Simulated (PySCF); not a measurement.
Compound: C9H9N.
Bonds: C1–C2, C2–C3, C3–C4, C4–C5, C5–C6 (triple), C6–C7, C7–C8 (triple), C8–C9, C9–N10 (triple). Hydrogens: H11, H12, H13 on C1; H14, H15 on C2; H16, H17 on C3; H18, H19 on C4.

Theory: PySCF 2.14.0, PBE0-D3(BJ)/def2-SVP geometry optimisation, gas phase.

(1) List the bond lengths, angles and torsions at this level.

## Answers

(1) 
```csv
bond,length (Å)
C1–C2,1.520
C2–C3,1.522
C3–C4,1.533
C4–C5,1.449
C5≡C6,1.221
C6–C7,1.361
C7≡C8,1.224
C8–C9,1.368
C9≡N10,1.165
"C1–H11, C1–H12, C1–H13",1.101
"C2–H14, C2–H15",1.104
"C3–H16, C3–H17",1.103
"C4–H18, C4–H19",1.105
```

Bonds in one row agree within 0.01 Å and their mean is given. A selection of angles:
```csv
angle,degrees
C1–C2–C3,113.0
C2–C3–C4,112.4
C3–C4–C5,113.6
C4–C5–C6,178.5
C5–C6–C7,179.5
C6–C7–C8,179.8
C7–C8–C9,179.9
C8–C9–N10,180.0
```

Dihedral angles: C1–C2–C3–C4 180° (antiperiplanar); C2–C3–C4–C5 180° (antiperiplanar).

The 8 C–C bonds span 1.221 Å (C5≡C6, drawn triple) to 1.533 Å (C3–C4, drawn single), a spread of 0.312 Å. The 10 heavy atoms lie in one plane (0.005 Å rms).

Point group: Cs (every atom within 0.08 Å of its image). No PBE0-D3(BJ)/def2-SVP frequencies stand behind this structure, so it isn't proved a minimum. One conformer, not necessarily the lowest.

The run took 1.7 min on an Arm Neoverse N1 with one thread (shared host). This is the geometry optimisation.
